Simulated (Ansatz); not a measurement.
System: sum formula H8Si3NO, net charge 0, doublet state. It need not be the lowest isomer of its formula. SMILES: [SiH2](N[SiH2])O[SiH3]
Geometry from a B3LYP-D3(BJ)/def2-TZVP (Ansatz, a quantum-chemistry and plane-wave program) optimisation:
```xyz
13

Si    -0.2415    -1.0190    -0.8183
N     -1.1331    -0.7054     0.6290
Si    -2.0434     0.7111     1.0593
O      1.2797    -0.4094    -0.7757
Si     2.1545     0.8212    -0.1325
H     -0.1152    -2.4797    -0.9866
H     -0.9725    -0.3829    -1.9309
H     -0.9747    -1.3590     1.3860
H     -2.4496     1.3626    -0.2144
H     -3.2400     0.3095     1.8538
H      1.3893     2.0890    -0.2015
H      3.4066     0.9529    -0.9066
H      2.4755     0.5326     1.2842
```
Charge 0, spin multiplicity 2.

Property: atomisation energy (electronic, to ground-state atoms); the coupled-cluster value holds the core correlation from cc-pwCVTZ, in kcal/mol. Valence correlation only, unless marked. Open shells are spin-unrestricted. Spin-orbit coupling is left out. Non-relativistic. CBS(X,Y): correlation extrapolated as X^-3; Hartree-Fock from the larger set.

Level to compare with: CCSD(T)/CBS(cc-pV(T+d)Z,cc-pV(Q+d)Z) plus the core term (Ansatz), 1028.9 kcal/mol. It is a level with limits of its own, and the differences hold the functionals' basis error too.

### Question
Rank these functionals by how close they come to CCSD(T)/CBS(cc-pV(T+d)Z,cc-pV(Q+d)Z), closest first: r2SCAN0/def2-TZVPD (Ansatz); HSE06/def2-TZVPD (Ansatz); BHLYP/def2-TZVPD (Ansatz).

### Answer
r2SCAN0/def2-TZVPD (hybrid meta-GGA, 1007.5 kcal/mol, difference -21.4), HSE06/def2-TZVPD (screened hybrid, 1002.5 kcal/mol, difference -26.4), BHLYP/def2-TZVPD (global hybrid, 996.7 kcal/mol, difference -32.2)
